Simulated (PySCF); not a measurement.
Cl4Ti, SMILES [Cl][Ti]([Cl])([Cl])[Cl] (connectivity only; charge and spin as stated), charge -1, multiplicity 2.

Geometry optimised at PBE0-D3(BJ)/def2-SVPD. The spin state was assumed, not searched. The isomer is the one that the SMILES or the coordinates give; other isomers of the formula were not compared.

Two levels are set side by side: PBE/def2-SVPD (PySCF) and B3LYP/def2-SVPD (PySCF). Same geometry, gas phase. Differences are taken from unrounded values.

```csv
quantity,B3LYP,PBE,PBE minus B3LYP
α-spin orbital gap (eV),2.64,0.14,-2.50
β-spin orbital gap (eV),5.82,4.11,-1.71
mean polarisability (bohr³),108.5,112.8,4.3
```

Loosely held outer electrons make PBE densities more polarisable. Differences between two approximate levels are no errors against the true value.

Rough cost on one machine, each run with all the roots and properties that it gave: B3LYP against PBE within a factor of 2.
